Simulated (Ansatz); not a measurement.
AsBGaH₆N, SMILES `B[As](N)[GaH2]`. Total charge 0; spin multiplicity 1.

Cartesian coordinates in Å:
```
B -0.314 -1.494 -0.379
As 0.668 -0.270 0.766
N -0.613 0.704 1.694
Ga 0.941 0.950 -1.307
H 0.322 -2.094 -1.195
H -1.487 -1.687 -0.251
H -0.255 1.003 2.592
H -1.460 0.170 1.843
H 0.206 2.324 -1.435
H 1.991 0.394 -2.327
```

Problem. What are the harmonic wavenumbers in cm⁻¹ at PBE0-D4/def2-TZVP (Ansatz, finite differences of forces, unscaled)? (Estimate.)

Solution. Computed: 69, 124, 184, 204, 208, 243, 399, 476, 550, 589, 644, 663, 714, 726, 863, 982, 1146, 1580, 1973, 1993, 2577, 2676, 3539, 3641.

Problem. Is this a minimum?

Solution. Yes, all 24 modes are real.

Problem. Give the ideal-gas thermochemistry at 298.15 K and 1 bar (rigid rotor, harmonic oscillator; point group C1, symmetry number 1).

Solution. Zero-point energy 160.1 kJ/mol; H(298) − E = 183.6 kJ/mol; entropy 371.8 J/(mol·K), of which translation 173.3, rotation 115.8, vibration 82.8; G(298) − E = 72.7 kJ/mol. Modes under 100 cm⁻¹ are hindered rotations or soft bends, so the harmonic entropy is rough.
